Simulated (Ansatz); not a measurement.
Reaction (ligand exchange at the In–Se bond): `[Cl][In]([Cl])[SeH]` + HBr → `[Cl][In]([Cl])[Br]` + H₂Se

Computed with Ansatz on PBE0-D4/def2-TZVP structures; ΔE is electronic, products minus reactants. CCSD(T)/CBS adds triple-zeta CCSD(T) − MP2 to the extrapolated MP2 energy (def2 sets, frozen cores). Elements past krypton have def2 core potentials. For Br, In, Se outer-core shells are correlated without core-valence functions, which leaves a few kJ/mol of doubt a bond. Scalar relativity is left out up to krypton. One conformer a species, not always the lowest.

```
             level  ΔE (kJ/mol)
  CCSD(T)/def2-SVP        -16.2
     HF/def2-TZVPP        -26.3
CCSD(T)/def2-TZVPP        -11.7
    CCSD/CBS(def2)        -13.7
```

Task: What does CCSD(T)/CBS give? (Best estimate.)

Result: Computed: -12.0 kJ/mol. The listed levels differ from it by -4.2, -14.3, 0.3, -1.7 kJ/mol.

Largest T1 diagnostic among the species: 0.012.

At CCSD(T), def2-SVP lies −4.2 kJ/mol from the extrapolated value and def2-TZVPP +0.3 kJ/mol. In def2-TZVPP, CCSD(T) changes the Hartree–Fock value by +14.6 kJ/mol (the triples alone add +1.7 kJ/mol) and MP2 by +17.1 kJ/mol.
